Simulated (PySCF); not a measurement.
BO, SMILES [B]=O, multiplicity 2. Atoms are numbered in the order given.

```xyz
2

B      0.0000     0.0000    -0.7399
O      0.0000     0.0000     0.4624
```
Charge 0, spin multiplicity 2.

The structure is a stationary point at B3LYP-D3(BJ)/def2-TZVPD.

All values below come from PBE0/pcH-1 run with PySCF.

Unrestricted Kohn–Sham, ⟨S²⟩ = 0.762. Hyperfine tensors hold the contact and dipolar terms, without spin-orbit corrections.

Problem. Estimate the hyperfine couplings. (Estimate from the structure and the level; the computed values follow.)

Solution. 
| nucleus | A(iso) (MHz) | A(iso) (G) | dipolar principal values (MHz) |
|---|---|---|---|
| 11B no. 1 | 1060.8 | 378.5 | -26.7, -26.7, 53.4 |
| 17O no. 2 | -10.7 | -3.8 | -48.5, 24.3, 24.3 |
